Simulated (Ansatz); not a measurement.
C2H7AsSi (`[SiH3]C1C[AsH]1`), relaxed with RKS PBE0-D4/def2-TZVP in Ansatz 0.2.0 from a PBE-D4/def2-SVP geometry. The force threshold is 0.005 eV/Å; the program also tests the step.

Total charge 0; spin multiplicity 1.

Start:

```xyz
11

Si    1.652   -0.089   -0.218
C    -0.136   -0.382    0.282
C    -1.269    0.050   -0.587
As   -1.086    1.267    1.003
H     2.548   -0.140    0.989
H     2.127   -1.118   -1.214
H     1.754    1.270   -0.862
H    -0.311   -1.273    0.909
H    -1.037    0.551   -1.543
H    -2.179   -0.569   -0.621
H    -2.062    0.433    1.862
```

Problem. How much energy does the relaxation release, and in how many steps? (Best estimate.)

Solution. The calculation gave: 0.05 eV, in 6 steps.

Problem. Which bonds change most? (An estimate is asked.)

Solution. Ansatz gave: C2–As4 from 2.035 to 2.006 Å; C3–As4 from 2.011 to 1.983 Å; Si1–C2 from 1.879 to 1.856 Å; As4–H11 from 1.546 to 1.526 Å.

Problem. Give the relaxed structure. (An estimate is asked.)

Solution. Ansatz gave: 
```xyz
11

Si    1.631   -0.089   -0.214
C    -0.133   -0.386    0.279
C    -1.254    0.055   -0.583
As   -1.062    1.242    0.994
H     2.516   -0.119    0.979
H     2.109   -1.111   -1.188
H     1.715    1.248   -0.863
H    -0.320   -1.265    0.889
H    -1.018    0.547   -1.522
H    -2.152   -0.549   -0.614
H    -2.033    0.426    1.844
```
